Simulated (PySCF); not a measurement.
**Oxygen: a sound run and one with changed settings**

Sound run: O⁺ [He] 2s2 2p3, O²⁺ [He] 2s2 2p2. Computed with PySCF 2.14 in x2c-SVPall (3s2p1d, 14 functions), with the spin-free X2C one-electron Hamiltonian (Gaussian nucleus). The sound run starts from symmetry-adapted Hartree-Fock orbitals and uses a fine grid where one is needed.

Changed run: 26 angular points. This setting is unsound on purpose.

```
species  method  sound run (hartree)  changed run (hartree)  converged
     O⁺     UHF            -74.32809              -74.32809        yes
     O⁺  M06-2X            -74.52534              -74.52534        yes
     O⁺   B3LYP            -74.53858              -74.53858        yes
    O²⁺     UHF            -73.05232              -73.05232        yes
    O²⁺  M06-2X            -73.22815              -73.23195        yes
    O²⁺   B3LYP            -73.23524              -73.23503        yes
```

Ionisation energy of O⁺:

| method | sound run (eV) | changed run (eV) |
| --- | --- | --- |
| UHF | 34.716 | 34.716 |
| M06-2X | 35.298 | 35.195 |
| B3LYP | 35.466 | 35.471 |

A coarse angular grid integrates products of high-l functions wrongly, so density functionals can shift, and the SCF can exploit the error; Hartree-Fock and MP2 need no grid.

For comparison, NIST gives 35.121 eV between the lowest levels.
